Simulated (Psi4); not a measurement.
Noncovalent pair: boric acid (SMILES OB(O)O) (first 7 atoms) with HF (SMILES F); geometry from B3LYP-D3(BJ)/def2-TZVP, rigid monomers moved along the line of their centres of mass till O1···H9 is 1.55 Å.
(charge 0, multiplicity 1):
```xyz
9

O     -0.028    -0.571     1.560
B      0.284    -0.250     0.258
O      0.701    -1.271    -0.556
O      0.141     1.062    -0.076
H      0.085    -1.505     1.760
H      0.917    -1.041    -1.463
H      0.354     1.303    -0.980
F     -0.825     0.812     3.461
H     -0.521     0.361     2.692
```

Calculation: SAPT0/jun-cc-pV(D+d)Z (Psi4).

### Question
Give the four SAPT terms and the total, and say what mostly holds the pair together.

### Answer
electrostatics -18.75, exchange 21.55, induction -8.96, dispersion -2.99, total -9.15 kcal/mol; the largest attraction is electrostatics.
